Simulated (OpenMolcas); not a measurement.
## Mo4+: ligand-field states by method

Mo4+ with 6 ligands (fluoride) in octahedral coordination (Oh) at 1.96 Å. A charge of +0.333 e stands 2.4 Å behind each ligand. Ligand basis ANO-RCC-VDZP.
```
Mo    0.0000    0.0000    0.0000
F     1.9600    0.0000    0.0000
F     0.0000    1.9600    0.0000
F    -1.9600    0.0000    0.0000
F     0.0000   -1.9600    0.0000
F     0.0000    0.0000    1.9600
F     0.0000    0.0000   -1.9600
```

```yaml
Program: OpenMolcas 26.06
Basis: ANO-RCC-VDZP [6s5p3d1f]
Scalar_Hamiltonian: DKH2, point nucleus
Active_space: 2 electrons in 5 orbitals (4d)
State_averaging: 2S+1 = 3 even, 10 roots; 2S+1 = 1 even, 15 roots
Spin-orbit_coupling: state interaction with AMFI integrals over the reference wave functions
```

I. CASSCF
II. SS-CASPT2, IPEA 0.25 Eh, imaginary shift 0.1 Eh (closed shells correlated: 4s 4p and the ligand valence shells)

Spin-free states (labels of O, the rotations of Oh) in cm-1, each column counted from its own energy of the first state listed:

```tsv
State	Degeneracy	I	II
3T1	3	0	0
1T2	3	10540	8110
1E	2	10700	8270
1A1	1	24204	19130
3T2	3	28553	29670
3T1	3	37816	36680
1T2	3	39846	37260
1T1	3	42735	40300
3A2	1	58550	60830
1E	2	70278	68640
1A1	1	83459	78480
```

From I to II, I's first state of the same spin (3T2) moves from 28553 to 29670 cm-1, by about +1100 cm-1.

From I to II, I's first state of another spin (1T2) moves from 10540 to 8110 cm-1, by about -2400 cm-1.

I: A least-squares ligand-field fit to the states below 45000 cm-1, each weighted by its degeneracy and with a free common offset, gives 10Dq = 29839 cm-1, B = 742 cm-1 and C = 2790 cm-1 (C/B = 3.76), with an rms deviation of 160 cm-1. The same method and metal basis give the free ion B = 863 cm-1 (fit to its terms below 60000 cm-1, rms deviation 29 cm-1), so the nephelauxetic ratio is β = 742 / 863 = 0.86; it hangs on how both fits weigh the states, and computed free-ion B values tend to be too large, so β mixes covalency with correlation.

II: A least-squares ligand-field fit to the states below 45000 cm-1, each weighted by its degeneracy and with a free common offset, gives 10Dq = 30207 cm-1, B = 596 cm-1 and C = 1968 cm-1 (C/B = 3.30), with an rms deviation of 396 cm-1. The same method and metal basis give the free ion B = 782 cm-1 (fit to its terms below 60000 cm-1, rms deviation 500 cm-1), so the nephelauxetic ratio is β = 596 / 782 = 0.76; it hangs on how both fits weigh the states, and computed free-ion B values tend to be too large, so β mixes covalency with correlation.

From I to II, 10Dq changes by +1 %, B by -20 % and C by -29 %.

χT at 300 K: I 0.38, II 0.38 cm3 K/mol.

Roots that are degenerate in the reference are averaged as groups; the widest CASPT2 spread within a group is 320 cm-1 (the 3-fold group of multiplicity 1 near 37300 cm-1 above the lowest state of its run, II). Shifts and gaps below about the spread of the groups concerned are not significant. Over all roots computed the reference weight is 0.70 to 0.71 in II; a low but even weight reflects the number of correlated electrons. An orbital triplet at a regular site is open to Jahn-Teller coupling, which can distort the site and quench the lowest spin-orbit gaps and is left out. The least metal-like active orbital is 78 % on the metal (Löwdin) and no ligand orbital is active, so the numbers are rough. Ligand-to-metal charge-transfer states are missing. With no ligand orbital active B as a rule stays too high, so bands that hang on it stand too high and its fall with covalency is understated. Without dynamic correlation the repulsion within the d shell is too large (B by tens of per cent), so at a given field states of lower spin stand too high (holds for I). With metal d orbitals alone the field can be off either way by tens of per cent (holds for I). With one d shell and no ligand orbital active, 10Dq can be off by a tenth or more (holds for II). No measured value stands beside these numbers; the geometry was imposed, not optimised, and the real ion may take another.
